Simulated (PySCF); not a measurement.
# How methods differ on the excitation energy of B²⁺

B²⁺ [He] 2s1 (2S) → B²⁺ [He] 2p1 (2P), as a difference of total energies. Computed with PySCF 2.14 in aug-cc-pV5Z (7s6p5d4f3g2h, 127 functions), with no relativity, point nucleus. The calculations carry no spin-orbit coupling.

```
 method  excitation energy (eV)
    UHF                   6.045
    LDA                   5.351
    PBE                   5.293
   PBE0                   5.483
 r2SCAN                   5.360
   MN15                   5.273
wB97X-V                   5.588
  HSE06                   5.457
```
